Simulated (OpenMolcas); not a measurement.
## OpenMolcas run: Si²⁺

Input:

```
&GATEWAY
Coord
1

Si 0.0 0.0 0.0
Basis=ANO-RCC-VTZP
Group=XYZ
NoMove
AngMom=0.0 0.0 0.0
AMFI
&SEWARD
* reference wave functions (RASSCF and RASSI steps not shown): 2 electrons in 9 orbitals (RAS2 3s 3p; RAS3 3d, at most 2 electrons)
>>> COPY JOB001 $Project.JobIph
&CASPT2
XMultistate=3 1 2 3
Frozen=1 0
IPEA=0.25
Imaginary=0.1
MaxIter=60
WThr=0.0 0.3 0.05
PrWF=0.5
NoMix
>>> COPY JOB002 $Project.JobIph
&CASPT2
XMultistate=7 1 2 3 4 5 6 7
Frozen=1 0
IPEA=0.25
Imaginary=0.1
MaxIter=60
WThr=0.0 0.3 0.05
PrWF=0.5
NoMix
>>> COPY JOB003 $Project.JobIph
&CASPT2
XMultistate=3 1 2 3
Frozen=1 0
IPEA=0.25
Imaginary=0.1
MaxIter=60
WThr=0.0 0.3 0.05
PrWF=0.5
NoMix
...
```

Output, cut to the results:

```
--- CASPT2 ---
Orbital specifications:
      -----------------------

      Symmetry species                           1   2
                                                ag  au
      Frozen orbitals                            1   0
      Inactive orbitals                          1   3
      Active orbitals                            6   3
      Secondary orbitals                         7  13
      Deleted orbitals                           0   0
      Number of basis functions                 15  19
Type of calculation                        XMS-CASPT2
      Fock operator                              state-average
      IPEA shift                                 0.25
      Real shift                                 0.00
      Imaginary shift                            0.10
      The input orbitals will be transformed to quasi-canonical
      The input states will be rotated to diagonalize the Fock operator
Reference energy:        -288.0548336578
      E2 (Non-variational):      -0.0184560107
      Shift correction:          -0.0000060130
      E2 (Variational):          -0.0184620237
      Total energy:            -288.0732956815
      Residual norm:              0.0000005767
      Reference weight:           0.99759
      Contributions to the CASPT2 correlation energy
      Active & Virtual Only:         -0.0011065230
      One Inactive Excited:          -0.0034027297
      Two Inactive Excited:          -0.0139467581
Reference energy:        -288.0548336578
      E2 (Non-variational):      -0.0184530047
      Shift correction:          -0.0000060128
      E2 (Variational):          -0.0184590175
      Total energy:            -288.0732926753
      Residual norm:              0.0000005771
      Reference weight:           0.99759
      Contributions to the CASPT2 correlation energy
      Active & Virtual Only:         -0.0011065250
      One Inactive Excited:          -0.0034035717
      Two Inactive Excited:          -0.0139429080
::    XMS-CASPT2 Root  1     Total energy:   -288.07329571
::    XMS-CASPT2 Root  2     Total energy:   -288.07329267
::    XMS-CASPT2 Root  3     Total energy:   -288.07329105
--- CASPT2 ---
Orbital specifications:
      -----------------------

      Symmetry species                           1   2
                                                ag  au
      Frozen orbitals                            1   0
      Inactive orbitals                          1   3
      Active orbitals                            6   3
      Secondary orbitals                         7  13
      Deleted orbitals                           0   0
      Number of basis functions                 15  19
Type of calculation                        XMS-CASPT2
      Fock operator                              state-average
      IPEA shift                                 0.25
      Real shift                                 0.00
      Imaginary shift                            0.10
      The input orbitals will be transformed to quasi-canonical
      The input states will be rotated to diagonalize the Fock operator
Reference energy:        -288.6381686113
      E2 (Non-variational):      -0.0282183338
      Shift correction:          -0.0000415498
      E2 (Variational):          -0.0282598835
      Total energy:            -288.6664284948
      Residual norm:              0.0000000700
      Reference weight:           0.99263
      Contributions to the CASPT2 correlation energy
      Active & Virtual Only:         -0.0085124042
      One Inactive Excited:          -0.0052993449
      Two Inactive Excited:          -0.0144065847
Reference energy:        -288.0909009037
      E2 (Non-variational):      -0.0187460635
      Shift correction:          -0.0000309886
      E2 (Variational):          -0.0187770521
      Total energy:            -288.1096779558
      Residual norm:              0.0000002580
      Reference weight:           0.99649
      Contributions to the CASPT2 correlation energy
      Active & Virtual Only:         -0.0015200348
      One Inactive Excited:          -0.0026964659
      Two Inactive Excited:          -0.0145295628
::    XMS-CASPT2 Root  1     Total energy:   -288.66275690
::    XMS-CASPT2 Root  2     Total energy:   -288.10969280
::    XMS-CASPT2 Root  3     Total energy:   -288.10969225
::    XMS-CASPT2 Root  4     Total energy:   -288.10968645
::    XMS-CASPT2 Root  5     Total energy:   -288.10966803
::    XMS-CASPT2 Root  6     Total energy:   -288.10966440
::    XMS-CASPT2 Root  7     Total energy:   -287.96190252
--- CASPT2 ---
Orbital specifications:
      -----------------------

      Symmetry species                           1   2
                                                ag  au
      Frozen orbitals                            1   0
      Inactive orbitals                          1   3
      Active orbitals                            6   3
      Secondary orbitals                         7  13
      Deleted orbitals                           0   0
      Number of basis functions                 15  19
Type of calculation                        XMS-CASPT2
      Fock operator                              state-average
      IPEA shift                                 0.25
      Real shift                                 0.00
      Imaginary shift                            0.10
      The input orbitals will be transformed to quasi-canonical
      The input states will be rotated to diagonalize the Fock operator
Reference energy:        -288.4065590595
      E2 (Non-variational):      -0.0188900208
      Shift correction:          -0.0000053132
      E2 (Variational):          -0.0188953341
      Total energy:            -288.4254543936
      Residual norm:              0.0000002983
      Reference weight:           0.99761
      Contributions to the CASPT2 correlation energy
      Active & Virtual Only:         -0.0010325687
      One Inactive Excited:          -0.0035604651
      Two Inactive Excited:          -0.0142969870
...
```

In XMS-CASPT2 the single-state energies belong to rotated reference states; over a whole degenerate manifold the rotation is arbitrary, and only the multistate roots count.

Levels above the lowest, from the spin-orbit matrix with the multistate effective Hamiltonian, averaged by term, added to it:

```tsv
Configuration	Term	J	E (cm⁻¹)	Measured (cm⁻¹)	Term weight %
3s²	¹S	0	0.0	0.0	100
3s 3p	³P°	0	51868	52725	100
3s 3p	³P°	1	51975	52853	100
3s 3p	³P°	2	52190	53115	100
3s 3p	¹P°	1	83416	82884	100
3p²	¹D	2	121384	122215	100
```

Against the 5 measured excited levels shown (NIST levels in Kelleher and Podobedova, J. Phys. Chem. Ref. Data 37, 1285 (2008)) the mean absolute deviation is 800 cm-1; the largest miss in energy is 3s 3p ³P°₂: computed 52190, measured 53115 cm⁻¹ (-1.7 %).

Configurations are named by rounded mean occupations; where the s occupation lies near a half they are strongly mixed, a name can repeat and a true partner stay unpaired. Active for correlation alone: 3d; no level in the range computed is led by a configuration that fills it, so any true level of that kind is missing. Some terms mix strongly with configurations of 3d, whose occupation reaches 0.32 (3p² ¹D). Computed and measured levels are paired by configuration, term and J; levels that our copy of the source lacks, or whose pairing is in doubt (as where it misses far off the trend of its configuration), stay unpaired and out of the deviations. Only configurations of the active space appear. The first state left out of the spin-orbit step lies near 160000 cm-1 above the lowest spin-free state of the reference (among the parities and spins computed), and the list stops at four fifths of that energy or lower.

The term weight is that of the spin-free term in the level, not the purity of its configuration. ° marks odd parity.
